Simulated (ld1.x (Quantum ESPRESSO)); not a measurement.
Building the PAW potential for titanium (Ti) (PW91, scalar-relativistic).

ld1.x (Quantum ESPRESSO) 7.5 was run on this input:

```
&input
   title='Ti', zed=22., rel=1, dft='PW91', iswitch=3,
   config='[Ar] 3d2 4s1.5 4p0.5',
   nld=3, rlderiv=3.30, eminld=-2.0, emaxld=5.0, deld=0.02
 /
 &inputp
   pseudotype=3, lpaw=.true., tm=.true., lloc=-1, rcloc=2.30,
   nlcc=.true., new_core_ps=.true.,
   which_augfun='GAUSS', rmatch_augfun=1.45,
   file_pseudopw='Ti.UPF', file_wfcaegen='ae.wfc', file_wfcncgen='nc.wfc', file_beta='beta', file_chi='chi', file_wfcusgen='us.wfc'
 /
6
4S  1  0   1.50   0.00  2.10  2.90  0.0
4S  1  0   0.00   0.70  2.10  2.90  0.0
4P  2  1   0.50   0.00  2.35  3.05  0.0
4P  2  1   0.00   1.05  2.35  3.05  0.0
3D  3  2   2.00   0.00  1.65  1.80  0.0
3D  3  2   0.00   0.85  1.65  1.80  0.0
 &test
   configts(1)='3d2 4s1.5 4p0.5'
 /
```

Command:

```bash
ld1.x < Ti.in > Ti.out
```

Output (shortened: banner, matrices, multipoles, cross overlaps and the repeated all-electron block are left out):

```
Program LD1 v.7.5
     --------------------------- All-electron run ----------------------------

     Ti
     scalar relativistic calculation

     atomic number is 22.00
     dft =PW91   lsd =0 sic =0 latt =0  beta=0.20 tr2=1.0E-14
     Exchange-correlation= PW91
                           (   1   4   2   2   0   0   0)
     mesh =1177 r(mesh) = 100.37945 a.u. xmin = -7.00 dx = 0.01250
     1 Ry =  13.60569312 eV, c = 137.03599908

     n l     nl                  e(Ry)          e(Ha)          e(eV)
     1 0     1S 1( 2.00)      -358.0084      -179.0042     -4870.9522
     2 0     2S 1( 2.00)       -39.5239       -19.7619      -537.7494
     2 1     2P 1( 6.00)       -32.7234       -16.3617      -445.2242
     3 0     3S 1( 2.00)        -4.6548        -2.3274       -63.3313
     3 1     3P 1( 6.00)        -2.9101        -1.4550       -39.5935
     3 2     3D 1( 2.00)        -0.3643        -0.1821        -4.9560
     4 0     4S 1( 1.50)        -0.3608        -0.1804        -4.9088
     4 1     4P 1( 0.50)        -0.1334        -0.0667        -1.8155

     final scf error:  9.2E-15 reached in  32 iterations

     Etot =   -1707.540610 Ry,    -853.770305 Ha,  -23232.273530 eV

     Ekin =    1721.869938 Ry,     860.934969 Ha,   23427.233975 eV
     Encl =   -4057.965614 Ry,   -2028.982807 Ha,  -55211.434848 eV
     Eh   =     712.892774 Ry,     356.446387 Ha,    9699.400315 eV
     Exc  =     -84.337708 Ry,     -42.168854 Ha,   -1147.472972 eV

     normalization and overlap integrals

     s(1S/1S) =  1.000000  <r> =   0.0696  <r2> =    0.0065  r(max) =   0.0455
     s(2S/2S) =  1.000000  <r> =   0.3250  <r2> =    0.1249  r(max) =   0.2682
     s(2P/2P) =  1.000000  <r> =   0.2899  <r2> =    0.1037  r(max) =   0.2196
     s(3S/3S) =  1.000000  <r> =   1.0069  <r2> =    1.1700  r(max) =   0.8685
     s(3P/3P) =  1.000000  <r> =   1.0855  <r2> =    1.3895  r(max) =   0.9016
     s(3D/3D) =  1.000000  <r> =   1.5907  <r2> =    3.4273  r(max) =   0.9841
     s(4S/4S) =  1.000000  <r> =   3.4638  <r2> =   13.8303  r(max) =   2.8834
     s(4P/4P) =  1.000000  <r> =   4.7845  <r2> =   27.0806  r(max) =   3.7489

     ------------------------ End of All-electron run ------------------------

     --------------------- Generating PAW atomic setup --------------------

      Generating local potential from pseudized AE potential:
      Matching radius rcloc =   2.3000

      Local pseudo, rcloc= 2.302 Estimated cut-off energy=     4.58 Ry

      Computing core charge for nlcc:

       r > 1.73 : true rho core
      Core charge pseudized with two Bessel functions
      Integrated core pseudo-charge :   7.71
      Wfc-us  4S rcutus= 2.883  Estimated cut-off energy=     5.34 Ry
      Wfc-us  4S rcutus= 2.883  Estimated cut-off energy=     7.47 Ry
      Wfc-us  4P rcutus= 3.031  Estimated cut-off energy=     7.83 Ry
      Wfc-us  4P rcutus= 3.031  Estimated cut-off energy=    10.09 Ry
      Wfc-us  3D rcutus= 1.793  Estimated cut-off energy=    35.70 Ry
      Wfc-us  3D rcutus= 1.793  Estimated cut-off energy=    52.47 Ry

     Required augmentation: GAUSS   radius:    1.450000
     Message from routine us2paw:
     GAUSS augmentation functions are ususally harder than BESSEL; use BESSEL instead unless you have discontinuity in local potential

     Estimated PAW energy =  -87.515511 Ryd

     ------------------- End of pseudopotential generation -------------------

     Computing logarithmic derivative in   3.28783
     Computing logarithmic derivative in   3.28783
     Computing the partial wave expansion
     R is outside the sphere for l=    0 j= 0.00
     R is outside the sphere for l=    0 j= 0.00
     R is outside the sphere for l=    1 j= 0.00
     R is outside the sphere for l=    1 j= 0.00
     R is outside the sphere for l=    2 j= 0.00
     R is outside the sphere for l=    2 j= 0.00

     ---------------------- Testing the pseudopotential ----------------------

     Ti
     scalar relativistic calculation

     atomic number is 22.00   valence charge is  4.00
     dft = SLA  PW   GGX  GGC   lsd =0 sic =0 latt =0  beta=0.20 tr2=1.0E-14
     mesh =1177 r(mesh) = 100.37945 xmin = -7.00 dx = 0.01250

     n l     nl             e AE (Ry)        e PS (Ry)    De AE-PS (Ry)
     3 2     3D   1( 2.00)       -0.36426       -0.36426        0.00000
     1 0     4S   1( 1.50)       -0.36079       -0.36079        0.00000
     2 1     4P   1( 0.50)       -0.13343       -0.13343        0.00000

     eps = 7.0E-16  iter =  3

     Etot =   -1707.540610 Ry,    -853.770305 Ha,  -23232.273530 eV
     Etotps =   -87.515513 Ry,     -43.757756 Ha,   -1190.709207 eV

     Ekin =      18.028321 Ry,       9.014161 Ha,     245.287810 eV
     Encl =     -26.976297 Ry,     -13.488149 Ha,    -367.031224 eV
     Ehrt =       5.770170 Ry,       2.885085 Ha,      78.507161 eV
     Ecxc =     -84.337707 Ry,     -42.168853 Ha,   -1147.472953 eV
     (Ecc =     -10.190426 Ry,      -5.095213 Ha,    -138.647804 eV)

     ---------------------- End of pseudopotential test ----------------------
```

Generation and configuration tests took about 4.6 s on one core of a shared server CPU.
